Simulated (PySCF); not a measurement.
Calculation: M06-2X/def2-TZVP // PBE0-D3(BJ)/def2-TZVP run with PySCF 2.14.0. Gas-phase values, no solvent. One relaxed conformer stands for a flexible species; it need not be the lowest. Excitations are Tamm–Dancoff values on a coarser integration grid. The basis has no diffuse functions, so Rydberg states are missing or too high.

Reference species (SMILES): `OB(O)O` (neutral, multiplicity 1).

- S1 excitation (TDA): 8.21 eV
- T1 excitation (TDA): 7.92 eV
- HOMO–LUMO gap: 11.64 eV
- S1–T1 gap (TDA): 0.29 eV

Changed species: `CB(C)O` (C–B–O–H torsion 178°) (1 of 3 CH3 replaced by OH; the reference has 3 of 3 CH3 replaced by OH).

Predict the effect on the S1 excitation (TDA), T1 excitation (TDA), HOMO–LUMO gap and S1–T1 gap (TDA).

the S1 excitation (TDA) decreases by 1.01 eV, to 7.20 eV; the T1 excitation (TDA) decreases by 1.10 eV, to 6.82 eV; the HOMO–LUMO gap falls by 0.71 eV, to 10.93 eV; the S1–T1 gap (TDA) goes up by 0.09 eV, to 0.38 eV.
